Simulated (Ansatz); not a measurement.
TiCl₄, 5 atoms. Hardware: 2 threads of Intel Xeon 6975P-C on a shared host.

The 6-31G sets use Cartesian d functions. Correlated methods freeze 25 core orbitals; core or outer-core shells of Ti are correlated, in sets that lack core-valence functions.

**Question.** How many basis functions does each of these Ansatz runs have, and roughly what does it cost? PBE with 15 % exact exchange/def2-TZVP, charge 0 singlet, energy, from earlier orbitals; ωB97M-V/def2-TZVP, charge 0 singlet, energy, from earlier orbitals; RPA@PBE/def2-TZVP, charge 0 singlet, energy, from earlier orbitals; PBE0-D4/def2-SVP, charge 0 singlet, energy, from earlier orbitals; PBE0-D4/def2-TZVPD, charge 0 singlet, energy, from earlier orbitals; PBE0-D4/def2-SVP, charge -1 doublet at the geometry of the charge 0 singlet, energy with a search over starts; PBE0-D4/def2-TZVP, charge 0 singlet, energy, from earlier orbitals; HF/6-31G, charge 0 singlet, energy, from earlier orbitals; r2SCAN-D4/def2-TZVPD, charge 0 singlet, energy, from earlier orbitals; PBE-D4/def2-TZVPD, charge -1 doublet, energy, from earlier orbitals; ωB97X-V/def2-TZVP, charge 0 singlet, energy, from earlier orbitals; PBE with 10 % exact exchange/def2-TZVP, charge 0 singlet, energy, from earlier orbitals.

**Answer.** Other jobs shared the machine, so times can vary by a factor of up to 3. A dash marks memory too small to be measured apart from the calling script's.

| run | functions | fitting or Cholesky vectors | wall time | peak host memory (GiB) |
| --- | --- | --- | --- | --- |
| HF/6-31G, charge 0 singlet, energy, from earlier orbitals | 81 | 964 | 1.1 s | – |
| PBE0-D4/def2-SVP, charge 0 singlet, energy, from earlier orbitals | 103 | 982 | 2 s | – |
| PBE with 10 % exact exchange/def2-TZVP, charge 0 singlet, energy, from earlier orbitals | 193 | 1472 | 3.8 s | 0.68 |
| PBE with 15 % exact exchange/def2-TZVP, charge 0 singlet, energy, from earlier orbitals | 193 | 1503 | 4 s | 0.69 |
| RPA@PBE/def2-TZVP, charge 0 singlet, energy, from earlier orbitals | 193 | 1258 | 5.5 s | – |
| PBE0-D4/def2-TZVP, charge 0 singlet, energy, from earlier orbitals | 193 | 1538 | 6 s | 0.7 |
| PBE0-D4/def2-TZVPD, charge 0 singlet, energy, from earlier orbitals | 232 | 1722 | 7 s | 0.93 |
| r2SCAN-D4/def2-TZVPD, charge 0 singlet, energy, from earlier orbitals | 232 | 1546 | 7.5 s | – |
| PBE-D4/def2-TZVPD, charge -1 doublet, energy, from earlier orbitals | 232 | 1546 | 7.5 s | – |
| ωB97M-V/def2-TZVP, charge 0 singlet, energy, from earlier orbitals | 193 | 1503 | 9.5 s | 0.83 |
| ωB97X-V/def2-TZVP, charge 0 singlet, energy, from earlier orbitals | 193 | 1515 | 10 s | 0.82 |
| PBE0-D4/def2-SVP, charge -1 doublet at the geometry of the charge 0 singlet, energy with a search over starts | 103 | 982 | 17 s | – |
